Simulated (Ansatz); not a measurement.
The cluster Cs3F2, relaxed as a doublet with UKS PBE-D4/def2-TZVP in Ansatz, starting from the GFN1-xTB geometry. Force threshold 0.02 eV/Å.

In the def2 sets Cs takes a core potential; there is no spin–orbit coupling. The relaxation made no stability test and no search for a lower SCF solution. Another isomer (doublet) lies 0.22 eV lower at PBE0-D4/def2-TZVP; other spin states weren't run for this one.

Start:

Cartesian coordinates in Å:
```
Cs 2.8187 0.3847 -0.1248
Cs -1.1518 0.5910 -2.5344
Cs -0.9075 -0.5194 1.4542
F -2.3254 -0.1103 -0.5711
F 1.5660 -0.3460 1.7761
```

Estimate the energy that the relaxation releases and the steps that it takes.

57.9 kJ/mol, in 6 steps; 15 s on 4 threads of Arm Neoverse V1 on a shared host. No frequencies were taken in this run, so the end may be a saddle point.

Does the start keep its bonding?

By distances, no bond broke or formed. The bond that changes most is Cs1–Cs2, from 4.65 to 5.12 Å (atoms count from 1).

Predict the relaxed structure.


```xyz
5

Cs    3.1233    0.4264   -0.1697
Cs   -1.2510    0.6627   -2.8206
Cs   -1.1990   -0.6949    1.9160
F    -2.0638   -0.0976   -0.5070
F     1.3905   -0.2965    1.5813
```
Bond lengths (bridged metal pairs left out): 4 × Cs–F 2.57 to 2.64 Å; 1 × Cs–Cs 5.12 Å.
